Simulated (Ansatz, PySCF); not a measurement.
O (SMILES [O]), triplet. Base run: HF/cc-pVTZ (PySCF).

The PySCF input:
```python
from pyscf import gto, scf

mol = gto.Mole()
mol.atom = '''
    O     0.000000    0.000000    0.000000
'''
mol.basis = 'cc-pvtz'
mol.charge = 0
mol.spin = 2
mol.verbose = 4
mol.build()

mf = scf.UHF(mol)
mf.kernel()
```

The same geometry, method and basis name were run in Ansatz (a program for electronic structure) and PySCF, at each program's defaults and at the settings that a row names. The base is PySCF at its defaults. Differences at the defaults can come from grids, fitting, cores and function types together.

```csv
code and settings,ΔE vs base (mEh),basis functions,E (Eh),SCF cycles
"PySCF, defaults (exact integrals, spherical functions)",0.000,30,-74.81176,9
"Ansatz, defaults (factorised integrals, spherical functions)",0.000,30,-74.81176,-
"PySCF, density fitting with def2-universal-jkfit",0.001,30,-74.81176,9
"Ansatz, high accuracy",0.000,30,-74.81176,-
```

Open shells are given as the SCF converged; they aren't shown to be the lowest states, and a large step between rows can be another state.
